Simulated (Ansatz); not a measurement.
Stepwise reaction of `[SH][Al]([SH])[Cl]` with hydrogen chloride, as a gas-phase model of exchange steps in deposition or etching. ΔE in kJ/mol; ΔG adds harmonic PBE0-D4 terms to CCSD(T)/CBS, at 1 bar.

Computed with Ansatz on PBE0-D4/def2-TZVP structures; ΔE is electronic, products minus reactants. CCSD(T)/CBS adds triple-zeta CCSD(T) − MP2 to the extrapolated MP2 energy (def2 sets, frozen cores). This one scheme is used for every species. DFT in def2-TZVPP. B3LYP here is the variant with VWN-RPA as its local correlation; programs differ in this. Each species was taken in one conformer, which may not be the lowest.

```
step                                                 reaction  PBE-D4  B3LYP-D4  ωB97M-V  CCSD(T)/CBS  ΔG(600 K)
   1  `[SH][Al]([SH])[Cl]` + HCl → `[SH][Al]([Cl])[Cl]` + H₂S   -40.5     -47.2    -47.7        -46.2      -52.2
   2  `[SH][Al]([Cl])[Cl]` + HCl → `[Cl][Al]([Cl])[Cl]` + H₂S   -35.7     -42.4    -43.1        -41.9      -37.2
```

(1) By hand: ΔE of the 2 steps together at CCSD(T)/CBS.

Answers

(1) (-46.2) + (-41.9) = -88.1 kJ/mol, or -44.0 kJ/mol a step.

In ΔE the steps differ by no more than 4.3 kJ/mol. All are downhill at CCSD(T)/CBS. ΔG lies between -52.2 and -37.2 kJ/mol a step. PBE-D4 differs from CCSD(T)/CBS by 5.7 to 6.2 kJ/mol a step. Isolated molecules leave out the surface, adducts and barriers. Largest T1 diagnostic: 0.010.
